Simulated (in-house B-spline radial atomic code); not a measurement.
Configurations of Nd⁶⁺, with energies counted from [Kr] 4d10 4f2 5s2 5p4. Method: scalar-relativistic (X2C) LC-wPBE, spin-polarised, spherical fractional occupations, exact exchange averaged over the configuration, Fermi nucleus of rms radius 4.9123 fm. Calculated with a radial B-spline atomic code at the basis-set limit. Shells without spins written out take the highest spin.

Occupations are held fixed; configurations that lie above the ionisation limit could autoionise.

| configuration | E - E(ref) (eV) | highest orbital | its <r> (bohr) |
| --- | --- | --- | --- |
| [Kr] 4d10 4f1 5s2 5p4 6d1 | 55.669 | 6d up | 3.477 |
| [Kr] 4d10 4f2 5s2 5p3 6d1 | 57.89 | 6d up | 3.509 |
| [Kr] 4d9 4f3 5s2 5p4 | 115.45 | 4f up | 0.8507 |

Q: Order these further configurations by energy, lowest first.
A. [Kr] 4d9 4f2 5s2 5p4 6p1
B. [Kr] 4d9 4f2 5s2 5p5
C. [Kr] 4d10 4f1 5s2 5p4 6s1
D. [Kr] 4d9 4f2 5s2 5p4 6s1

A: C (37.035 eV), B (112.33 eV), D (154.42 eV), A (162.29 eV).
